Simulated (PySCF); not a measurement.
Job file and geometry (Å, from GFN2-xTB) of an NMR shielding run on SMILES [AlH2][N]([SiH3])[SiH2]C[SiH3], CH12AlNSi3, GIAO PBE0/pcSseg-1 NMR shielding, non-relativistic, gas phase in PySCF 2.14.0, density-fitted response routines; density fitting, a coarse starting grid and PySCF grid level 2 are the driver's defaults:

```
$ OMP_NUM_THREADS=1 python probes_run.py task.json out

{"job": {"kind": "nmr", "xc": "PBE0", "basis": "pcSseg-1"}, "charge": 0, "multiplicity": 1}
Al    -0.638447     1.094074     0.961389
N     -1.044832    -0.090664    -0.370365
Si    -2.724105    -0.146665    -0.832694
Si     0.044740    -1.192818    -1.143031
C      1.752754    -0.929474    -0.342820
Si     2.311344     0.865757    -0.396778
H     -1.220381     2.526040     0.892736
H     -0.151330     0.541898     2.327852
H     -2.852399     0.144622    -2.263219
H     -3.395869     0.860379     0.000838
H     -3.266156    -1.484736    -0.575888
H     -0.386130    -2.585530    -0.947372
H      0.120600    -0.915996    -2.586850
H      1.685938    -1.238070     0.701049
H      2.479295    -1.584844    -0.816938
H      3.542261     1.089188     0.369670
H      1.220454     1.705330     0.246182
H      2.513503     1.347828    -1.764937
```

Question: What does the program print?

Answer: 
```
coarse grid: 16088 points
cycle   1  E = -1210.2723360050  dE =  1.133e-01  |g| = 6.115e-01  |ddm| = 3.793e+00
cycle   2  E = -1210.1461414567  dE =  1.262e-01  |g| = 9.401e-01  |ddm| = 1.406e+00
cycle   3  E = -1210.3532952797  dE = -2.072e-01  |g| = 1.132e-01  |ddm| = 1.022e+00
cycle   4  E = -1210.3559973825  dE = -2.702e-03  |g| = 4.054e-02  |ddm| = 1.403e-01
cycle   5  E = -1210.3563957208  dE = -3.983e-04  |g| = 1.029e-02  |ddm| = 4.384e-02
cycle   6  E = -1210.3564232988  dE = -2.758e-05  |g| = 1.321e-03  |ddm| = 1.278e-02
cycle   7  E = -1210.3564237959  dE = -4.970e-07  |g| = 2.820e-04  |ddm| = 2.010e-03
final grid: 134336 points
cycle   8  E = -1210.3864704681  dE = -1.468e-05  |g| = 6.228e-03  |ddm| = 1.888e-02
cycle   9  E = -1210.3864589012  dE =  1.157e-05  |g| = 9.406e-03  |ddm| = 1.358e-02
cycle  10  E = -1210.3864794042  dE = -2.050e-05  |g| = 8.618e-04  |ddm| = 8.513e-03
cycle  11  E = -1210.3864795526  dE = -1.484e-07  |g| = 2.630e-04  |ddm| = 9.078e-04
cycle  12  E = -1210.3864795690  dE = -1.645e-08  |g| = 3.422e-05  |ddm| = 2.578e-04
cycle  13  E = -1210.3864795693  dE = -2.728e-10  |g| = 1.102e-05  |ddm| = 5.396e-05
converged SCF energy = -1210.3864795693

GIAO shielding tensors (ppm)
atom      isotropic    diamagn.    paramagn.     s11        s22        s33       span
  0 Al     387.242     797.283    -410.041    357.414    380.251    424.061     66.647
  1 N      250.304     331.153     -80.849    217.121    258.780    275.011     57.889
  2 Si     410.123     879.075    -468.953    356.338    399.223    474.807    118.469
  3 Si     377.200     881.255    -504.054    335.564    357.306    438.730    103.166
  4 C      194.537     260.922     -66.385    182.457    191.218    209.935     27.478
  5 Si     401.403     880.439    -479.036    377.488    383.631    443.090     65.602
  6 H       26.967      30.314      -3.348     23.965     24.865     32.070      8.106
  7 H       27.140      30.983      -3.843     23.976     25.235     32.209      8.233
  8 H       26.890      28.428      -1.538     23.153     24.810     32.707      9.554
  9 H       26.642      28.788      -2.145     22.694     25.627     31.607      8.913
 10 H       26.930      28.488      -1.558     23.272     25.005     32.513      9.241
 11 H       26.392      29.885      -3.493     22.534     24.878     31.764      9.229
 12 H       26.682      30.328      -3.645     23.289     24.932     31.826      8.537
 13 H       31.031      33.877      -2.845     27.244     27.971     37.879     10.635
 14 H       31.819      30.111       1.708     26.390     28.055     41.012     14.623
 15 H       27.045      28.797      -1.752     23.640     24.393     33.101      9.461
 16 H       28.263      31.971      -3.708     23.949     29.601     31.238      7.290
 17 H       27.228      29.429      -2.201     24.212     24.896     32.577      8.365
```

Size and cost of the density-fitted run: 190 basis functions, 43 s wall time on 1 thread of an Intel Xeon Platinum 8259CL, shared host; peak memory 0.91 GiB.
